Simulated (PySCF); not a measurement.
Species: C5H13BO2.
Bonds: C1–O2, O2–B3, B3–O4, O4–C5, B3–C6, C6–C7, C6–C8. Hydrogens: H9, H10, H11 on C1; H12, H13, H14 on C5; H15 on C6; H16, H17, H18 on C7; H19, H20, H21 on C8.

Computed, not measured: PBE0-D3(BJ)/def2-SVP geometry optimisation, gas phase (PySCF).

Q: Give the optimised bond lengths and angles.

A: 
```
                   bond  length (Å)   order
           C1–O2, O4–C5       1.400  single
           O2–B3, B3–O4       1.362  single
                  B3–C6       1.586  single
           C6–C7, C6–C8       1.530  single
 C1–H9 and 5 like bonds       1.102  single
                 C6–H15       1.106  single
C7–H16 and 5 like bonds       1.102  single
```

Bonds in one row agree within 0.01 Å and their mean is given. Orders are formal, as drawn. A selection of angles:
```
   angle  degrees
C1–O2–B3    121.8
O2–B3–O4    116.8
O2–B3–C6    117.9
O4–B3–C6    125.3
B3–O4–C5    125.7
B3–C6–C7    108.8
B3–C6–C8    112.1
C7–C6–C8    111.2
```

Dihedral angles: C1–O2–B3–O4 -1° (synperiplanar); O2–B3–O4–C5 179° (antiperiplanar); O2–B3–C6–C7 -94° (anticlinal). The mirror-image conformer, all signs reversed, is as good.

O2 (boron-bound oxygen) is bent (angle 121.8°). Of the pairs four or more bonds apart, H14···H15 is among the closest relative to their van der Waals radii: 2.11 Å, 88 % of the sum of Bondi's values. B3 (three-coordinate boron) is planar (angles 125.3°, 117.9° and 116.8°, sum 359.9°, 0.02 Å off the plane of its three neighbours).

Point group: C1 (no symmetry element, even within 0.4 Å). PBE0-D3(BJ)/def2-SVP frequencies: not computed here. One conformer, not necessarily the lowest.
